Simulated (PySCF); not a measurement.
Correlation energy of Zn (zinc, neutral)

[Ar] 3d10 4s1 4p1, high-spin 3P determinant (an excited configuration). All numbers are calculated (PySCF 2.14, the spin-free X2C one-electron Hamiltonian (Gaussian nucleus), in aug-cc-pwCVTZ-DK). Frozen: [Ne]; 20 electrons correlated.

MP2 pair energies summed by pair of shells (mhartree):

```tsv
pair	energy	share (%)
3d-3d	-479.28	48.7
3p-3d	-285.20	29.0
3s-3d	-67.79	6.9
3p-3p	-67.12	6.8
3s-3p	-34.78	3.5
3d-4s	-25.50	2.6
3d-4p	-10.94	1.1
3s-3s	-5.17	0.5
3p-4s	-3.25	0.3
4s-4p	-2.31	0.2
3p-4p	-1.16	0.1
3s-4s	-0.44	0.0
3s-4p	-0.19	0.0
```

Total MP2 correlation energy: -983.14 mhartree.

Same-spin part -328.70 and opposite-spin part -654.44 mhartree; SCS-MP2 scales them by 1/3 and 6/5 to -894.90 mhartree.
